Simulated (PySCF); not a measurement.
A TDDFT job was run through a driver script with this input:

```
{"job": {"kind": "uv", "xc": "CAM-B3LYP", "basis": "def2-SVPD", "nstates": 8, "ntriplets": 3}, "charge": 0, "multiplicity": 1}
C      2.419065    -0.265461    -0.041161
O      1.055858    -0.598792    -0.179184
C      0.174726     0.361429     0.107513
S      0.550131     1.966918     0.616405
N     -1.077648     2.338825     0.703829
N     -1.818435     1.379496     0.390329
C     -1.208056     0.239900     0.045933
C     -1.959799    -0.984786    -0.339363
H      2.690638     0.556798    -0.710931
H      2.979596    -1.159735    -0.305252
H      2.645857     0.026488     0.989039
H     -2.613068    -0.772620    -1.183052
H     -1.261208    -1.771697    -0.608390
H     -2.578335    -1.317234     0.492119
```

Its output, with some lines taken out ([cut]) and without the SCF cycles:

```
converged SCF energy = -738.3892645411

[cut]

Singlet excitations
state   eV       nm        f      main configurations
[cut]
[cut]
[cut]
  4   5.7093    217.2   0.05787   H-1->L+1 0.54, H-2->L 0.19, H-1->L+2 0.13
[cut]
  6   6.4847    191.2   0.00228   H->L+2 0.47, H->L+3 0.34, H->L+1 0.10
  7   6.5100    190.5   0.01914   H-2->L 0.56, H-1->L+1 0.14, H->L+5 0.13
  8   6.7396    184.0   0.00349   H-1->L+5 0.53, H-1->L+6 0.39

Triplet excitations (Tamm-Dancoff, eV): 3.4893 3.5020 4.8789
```

Method used: TDDFT CAM-B3LYP/def2-SVPD, vertical, gas phase, core orbitals frozen in the response (PySCF 2.14.0, density-fitted response routines). Isolated species at its GFN2-xTB geometry (one conformer only). GFN2-xTB frequencies show an imaginary mode (33i cm⁻¹), so this geometry is no minimum at that level.

Question: What stood in the cut lines?

Answer: 
```
Static polarisability (au): isotropic 82.711, principal 56.274 89.686 102.174
  1   4.2811    289.6   0.00240   H-1->L 0.97
  2   5.1615    240.2   0.06966   H->L 0.87
  3   5.4629    227.0   0.00078   H->L+1 0.82, H->L+2 0.12
  5   6.3574    195.0   0.00017   H-2->L+1 0.74, H-2->L+2 0.15
```

Question: How much of the mean polarisability do the listed states account for?

Answer: The sum over states Σ f/ΔE² (ΔE in hartree) gives 3.80 au, 5% of the total; the rest comes from higher roots of the same response equations.

Question: What is the gap between the lowest singlet and the lowest triplet?

Answer: 4.2811 − 3.4893 = 0.7918 eV (full response against Tamm–Dancoff).

Question: Give the mean polarisability in Å³.

Answer: 82.71 au × 0.148185 = 12.26 Å³.

Question: Which species is it?

Answer: `COc1snnc1C` (C4H6N2OS).

H and L stand for HOMO and LUMO.

The run took 46 s on one thread, Arm Neoverse V1 (aarch64), shared host, and the process peaked at 0.99 GiB of memory.

The values belong to the conformer `[CH3:1][O:2][c:3]1[s:4][n:5][n:6][c:7]1[CH3:8]`: C1–O2–C3–S4 0°.
